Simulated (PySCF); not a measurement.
# Converging InCl in the basis (CCSD)

PySCF, RHF reference; singlet, unpaired electrons none; De to In + Cl without counterpoise correction. Frozen cores follow the default of each basis and core potential.

```tsv
basis	relativity	functions	Re (Å)	ωe (cm⁻¹)	De (eV)	frozen orbitals
def2-SVP	scalar-relativistic core potentials	44	2.423	339	4.04	9
cc-pVDZ-PP/cc-pV(D+d)Z	scalar-relativistic core potentials	46	2.443	317	4.03	9
def2-SVPD	scalar-relativistic core potentials	59	2.476	305	4.27	9
aug-cc-pVDZ-PP/aug-cc-pV(D+d)Z	scalar-relativistic core potentials	64	2.469	302	4.27	9
def2-TZVPP	scalar-relativistic core potentials	92	2.409	322	4.35	9
def2-TZVPPD	scalar-relativistic core potentials	107	2.414	317	4.38	9
```

**Question.** How does each smaller set differ from the one with most functions, def2-TZVPPD?

**Answer.** def2-SVP: +0.9 pm, +6.9 % in ωe, -0.34 eV in De; cc-pVDZ-PP/cc-pV(D+d)Z: +2.9 pm, +0.0 % in ωe, -0.35 eV in De; def2-SVPD: +6.2 pm, -3.8 % in ωe, -0.11 eV in De; aug-cc-pVDZ-PP/aug-cc-pV(D+d)Z: +5.5 pm, -4.7 % in ωe, -0.11 eV in De; def2-TZVPP: -0.5 pm, +1.6 % in ωe, -0.03 eV in De. All at CCSD; the set with most functions is neither the basis-set limit nor always the best.

Correlated steps freeze 9 core orbitals. Correlated levels converge slowly with the basis: in double zeta they bind strong bonds too weakly, by up to about 1 eV, and carry superposition errors of some tenths. Spin–orbit coupling is left out, which matters for elements this heavy, above all for dissociation energies. Where the molecule has an RHF reference, its open-shell atoms are computed with UHF.
